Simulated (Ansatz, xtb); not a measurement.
Molecule: P₂H₃, net charge 0, doublet state. It need not be the lowest isomer of its formula. SMILES: [PH]P
Geometry from a B3LYP-D3(BJ)/def2-TZVP (Ansatz, a quantum-chemistry and plane-wave program) optimisation:
```xyz
5

P      0.9614    -0.4387     0.4296
P     -0.8856     0.3194    -0.4691
H      1.6950     0.7069     0.0100
H     -1.0442     1.5226     0.2657
H     -1.7869    -0.4398     0.3160
```
Charge 0, spin multiplicity 2.

Harmonic wavenumbers from GFN2-xTB (xtb, at its own minimum), cm⁻¹: 251, 518, 626, 640, 883, 1108, 2214, 2240, 2317.

Question: Give the harmonic wavenumbers at B3LYP-D3(BJ)/def2-TZVP (Ansatz, finite differences of forces, unscaled).

Answer: 304, 427, 619, 623, 901, 1096, 2358, 2371, 2404 cm⁻¹. Zero-point energy 15.9 kcal/mol.

Question: From these and the geometry, give the ideal-gas thermochemistry at 298.15 K and 1 atm (rigid rotor, harmonic oscillator).

Answer: Point group C1, rotational symmetry number 1. Rotational constants 87.22, 6.257, 6.07 GHz. S(trans) 38.43, S(rot) 22.10, S(vib) 3.30, S(elec, spin only) 1.38, S 65.2 cal/(mol K). H(298) - H(0) 3.05 kcal/mol; G - E(el) -0.5 kcal/mol.
